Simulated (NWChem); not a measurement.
hydrogen selenide (H2Se); SMILES [SeH2]

```xyz
3

Se     0.0000     0.0000     0.0780
H      1.0552     0.0000    -0.9597
H     -1.0552     0.0000    -0.9597
```
Atoms are numbered in this order, from 1.

Results from NWChem. All runs use the structure optimised with B3LYP/6-31G* (spherical d). GIAO values for the isolated, static molecule; σ is the absolute isotropic shielding, δ = σ(reference) − σ with the isolated reference molecule computed at the same levels (1H: tetramethylsilane). Spin-orbit effects, on the heavy nuclei and on their neighbours, are missing.

Question: Predict the results for PBE0/pcSseg-1. Quantities: σ Se1 (ppm); δ H2 (ppm).

Answer: 
```json
{
 "σ Se1 (ppm)": "2074.0",
 "δ H2 (ppm)": "1.52"
}
```
